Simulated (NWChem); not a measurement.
# SiNH2Cl3; SMILES Cl[Si](N)(Cl)Cl

```xyz
7

N     -0.2738     1.9446     0.0000
Si    -0.0314     0.2671     0.0000
Cl    -0.8926    -0.5078     1.6868
Cl    -0.8926    -0.5078    -1.6868
Cl     1.9353    -0.3395     0.0000
H     -0.1272     2.4868     0.8440
H     -0.1272     2.4868    -0.8440
```
Atoms are numbered in this order, from 1.

STO-3G and 3-21G are far too small for this property and stand as cheap habits. Geometry: optimised at PBE0/def2-SVP.

**Question.** Give the principal values of the shielding tensors (ppm) of N1, Si2, Cl3, Cl5 from Hartree-Fock/STO-3G, GIAO (NWChem), with their diamagnetic and paramagnetic parts as GIAO splits them.

**Answer.** 
```csv
atom,σ11,σ22,σ33,isotropic,diamagnetic,paramagnetic
N1,304.5,322.1,394.7,340.4,313.4,27.0
Si2,545.5,546.6,572.3,554.8,866.1,-311.3
Cl3,1095.0,1204.7,1233.5,1177.7,1129.2,48.6
Cl5,1092.1,1180.2,1210.9,1161.1,1129.2,31.8
```
